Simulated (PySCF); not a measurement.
Predicted microwave data (PBE0-D3(BJ)/def2-SVP geometry optimisation, gas phase (PySCF 2.14.0)) for one isomer of C9H12:

* Rotational constants: A = 1547, B = 1546, C = 1289 MHz
* Dipole components: |μa| = 0.00 D, |μb| = 0.00 D, |μc| = 0.00 D
* Inertial defect: -261.52 u·Å²
* κ: 1.00

Question: Which candidate fits, each taken in the one conformer that was computed?
A. `[CH2:1]=[C:2]([CH3:3])[C@@:4]12[CH2:5][CH:6]=[CH:7][C@@H:8]1[CH2:9]2` with C1–C2–C4–C5 21°
B. `CC#C[C@]12CC[C@H](C1)C2`
C. `[CH3:1][C:2]#[C:3]/[CH:4]=[CH:5]\[CH:6]1[CH2:7][CH2:8][CH2:9]1` with C4–C5–C6–C7 128°, C5–C6–C7–C8 142°, C6–C7–C8–C9 -20°, C7–C8–C9–C6 20°, C5–C6–C9–C8 -142°
D. `[CH3:1][CH2:2][CH2:3][c:4]1[cH:5][cH:6][cH:7][cH:8][cH:9]1` with C1–C2–C3–C4 -63°, C2–C3–C4–C5 100°
E. `[CH3:1][CH2:2][c:3]1[cH:4][cH:5][c:6]([CH3:7])[cH:8][cH:9]1` with C1–C2–C3–C4 84°
F. `[CH2:1]=[CH:2][C:3]([CH:4]=[CH2:5])([CH:6]=[CH2:7])[CH:8]=[CH2:9]` with C1–C2–C3–C4 16°, C2–C3–C4–C5 -133°, C2–C3–C6–C7 -15°, C2–C3–C8–C9 -106°

Answer: F. It is C=CC(C=C)(C=C)C=C, an oblate symmetric top, point group S4. The candidates at the same level (rigid rotor, commonest isotopes):

| SMILES | A (MHz) | B (MHz) | C (MHz) | μa (D) | μb (D) | μc (D) | Δ (u·Å²) | point group | rotor |
| --- | --- | --- | --- | --- | --- | --- | --- | --- | --- |
| CCc1ccc(C)cc1 | 4356 | 939.5 | 833.5 | 0.05 | 0.02 | 0.03 | -47.58 | near Cs | near-prolate asymmetric top |
| CC#C[C@]12CC[C@H](C1)C2 | 4415 | 893.9 | 849.8 | 0.17 | 0.07 | 0.00 | -85.14 | – | near-prolate asymmetric top |
| C=C(C)[C@@]12CC=C[C@@H]1C2 | 3069 | 1390 | 1120 | 0.10 | 0.47 | 0.03 | -77.02 | C1 | asymmetric top |
| C=CC(C=C)(C=C)C=C | 1547 | 1546 | 1289 | 0.00 | 0.00 | 0.00 | -261.52 | S4 | oblate symmetric top |
| CC#C/C=C\C1CCC1 | 3157 | 724.4 | 651.2 | 0.12 | 0.66 | 0.00 | -81.65 | – | near-prolate asymmetric top |
| CCCc1ccccc1 | 3262 | 1064 | 950.7 | 0.35 | 0.08 | 0.02 | -98.46 | C1 | near-prolate asymmetric top |

`CCc1ccc(C)cc1` has A 182 % too high; `CC#C[C@]12CC[C@H](C1)C2` has A 185 % too high; `CCCc1ccccc1` has A 111 % too high; `C=C(C)[C@@]12CC=C[C@@H]1C2` has A 98 % too high; `CC#C/C=C\C1CCC1` has A 104 % too high. No structure here is proved a minimum.
